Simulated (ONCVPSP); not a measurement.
Cutoff test, lanthanum (La), ONCV

lanthanum (La), optimised norm-conserving Vanderbilt (ONCV), made with ONCVPSP 4.0.1 (BLYP, scalar-relativistic). Core [Kr] 4d10, reference 5s2 5p6 5d1 6s2. Waves: 5s+6s: rc 2.65 bohr, ncon 5, nbas 8, qcut 3.6 1/bohr, 2 projectors; 5p: rc 1.75 bohr, ncon 4, nbas 7, qcut 5 1/bohr, 1 projector; 5d: rc 2.50 bohr, ncon 4, nbas 8, qcut 4 1/bohr, 2 projectors, debl 1 Ha; f scattering state at 0.05 Ha: rc 2.80 bohr, ncon 4, nbas 7, qcut 4.1 1/bohr, 2 projectors, debl 2 Ha. Local part: polynomial inside 1.20 bohr (lpopt 5, dvloc0 2 Ha). Core correction: Teter function fitted to the true core (icmod 2), fcfact 0.25.

In the f channel the program set the typed energies aside and used -0.151, 1.849 Ha.

Question: For each optimised wave give the share of its norm inside rc, the residual kinetic energy above qcut (Ha) and the cutoffs (Ha) for errors of 10, 1, 0.1 and 0.01 mHa per electron.

Answer:

```json
{"wave": "5s", "norm inside rc": "0.969", "residual KE": "1.3e-03", "10 mHa": "3.9", "1 mHa": "7.6", "0.1 mHa": "21.5", "0.01 mHa": "25.4"}
{"wave": "6s", "norm inside rc": "0.091", "residual KE": "7.3e-04", "10 mHa": "1.9", "1 mHa": "6.2", "0.1 mHa": "14.6", "0.01 mHa": "27.2"}
{"wave": "5p", "norm inside rc": "0.511", "residual KE": "1.7e-03", "10 mHa": "9.2", "1 mHa": "14.5", "0.1 mHa": "41.3", "0.01 mHa": "49.1"}
{"wave": "5d", "norm inside rc": "0.413", "residual KE": "1.9e-05", "10 mHa": "4.1", "1 mHa": "5.8", "0.1 mHa": "7.1", "0.01 mHa": "9.1"}
{"wave": "d projector 2", "norm inside rc": "0.266", "residual KE": "2.6e-04", "10 mHa": "5.1", "1 mHa": "6.9", "0.1 mHa": "9.1", "0.01 mHa": "13.9"}
{"wave": "f projector 1", "norm inside rc": "0.968", "residual KE": "8.3e-02", "10 mHa": "22.0", "1 mHa": "26.8", "0.1 mHa": "36.4", "0.01 mHa": "59.0"}
{"wave": "f projector 2", "norm inside rc": "0.218", "residual KE": "5.3e-01", "10 mHa": "31.4", "1 mHa": "35.8", "0.1 mHa": "47.1", "0.01 mHa": "69.6"}
```

The occupied waves need 15 Ha and 41 Ha for 1 and 0.1 mHa. Note: ghosts flagged at negative energy: s at -53.7 eV; GHOST(+) flagged for p at 2.75 eV. A true bound ghost makes a file unfit for plane-wave use.
